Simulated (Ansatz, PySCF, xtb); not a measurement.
Torsion H5–O1–Ga2–Br4 in BrGaH2O2 (SMILES [OH][Ga]([OH])[Br]); at each angle all else is relaxed with GFN2-xTB, and the levels are single points there.
Geometry at 0° (charge 0, multiplicity 1):
```xyz
6

O     -0.943    -1.122     0.472
Ga     0.338     0.045     0.336
O      1.256     0.457     1.745
Br     0.863     1.055    -1.612
H     -1.512    -1.425    -0.233
H      1.050     0.039     2.581
```

On the grid 0° to 330°, 270° is the highest and 0° the lowest point at MP2/CBS(cc-pVTZ, cc-pVQZ) + ΔCCSD(T)/cc-pVTZ.

Programs: Ansatz (Gaussian basis) for Hartree–Fock, density functionals and correlated methods; PySCF for M06-2X, the dispersion terms; xtb for the GFN methods. Values without a source in brackets are computed.

What is the computed energy at 270° less that at 0° (M06-2X/def2-TZVPP)?

4.4 kcal/mol

Give the energy at 270° less that at 0° at the level BLYP-D3(BJ)/def2-TZVPP.

5.0 kcal/mol

Predict the energy at 270° less that at 0° from GFN-FF.

0.3 kcal/mol

Ansatz is a quantum-chemistry and plane-wave program.
